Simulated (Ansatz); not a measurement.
Dissociation curve of BBe (anion, charge -1), lowest triplet found (which spin is the ground state isn't settled by this scan).

Levels: UKS-PBE = unrestricted PBE/aug-cc-pVDZ in Ansatz (an electronic-structure program); UKS-CAM-B3LYP = unrestricted CAM-B3LYP/aug-cc-pVDZ (Ansatz); FCI = full CI/aug-cc-pVDZ, frozen core run with Ansatz.

Energies relative to the lowest point of each curve between 1.50 and 2.26 Å, where full CI is lowest, in mEh; the last columns give the error against full CI:

```csv
R / Å,UKS-PBE,UKS-CAM-B3LYP,FCI,UKS-PBE − FCI,UKS-CAM-B3LYP − FCI
1.30,123.5,114.2,136.8,-13.3,-22.6
1.39,72.7,65.0,83.2,-10.4,-18.2
1.50,33.8,28.1,41.1,-7.2,-13.0
1.57,18.6,14.2,24.0,-5.4,-9.9
1.65,7.7,4.8,11.3,-3.6,-6.5
1.73,2.0,0.6,4.0,-2.0,-3.4
1.76,0.9,0.0,2.3,-1.4,-2.3
1.81,0.0,0.0,0.6,-0.6,-0.6
1.86,0.1,1.0,0.0,0.1,1.0
1.94,2.0,4.1,0.8,1.2,3.4
2.02,5.2,8.5,3.1,2.1,5.4
2.15,12.1,13.9,8.9,3.2,4.9
2.26,18.7,17.5,14.7,4.1,2.9
```

UKS-PBE is furthest from FCI at 1.30 (-13.3 mEh, below); its mean absolute error over the points is 4.2 mEh.

UKS-CAM-B3LYP is furthest from FCI at 1.30 (-22.6 mEh, below); its mean absolute error over the points is 7.2 mEh.

The scan ran from 1.30 to 6.06 Å; beyond the distances shown full CI changes its symmetry label. The unrestricted determinant behind UKS-PBE is spin-contaminated at 1.30 to 2.26 Å (<S²> up to 2.8, against 2.00 for a pure triplet). Where the anion isn't bound against loss of the electron, the finite basis alone holds it. The unrestricted solution behind UKS-CAM-B3LYP changes between 2.02 and 2.15 Å, which can leave a kink. The unrestricted determinant behind UKS-CAM-B3LYP is spin-contaminated at 1.30 to 2.02 Å (<S²> up to 2.9, against 2.00 for a pure triplet). At the minimum UKS-CAM-B3LYP lies far from FCI: another state is possible. Also computed but left out beside FCI, since their determinant holds another spin at the minimum (<S²> over 0.7 above the pure value): UHF, UMP2, UCCSD, UCCSD(T), UCCSDT, UCCSDT(Q).
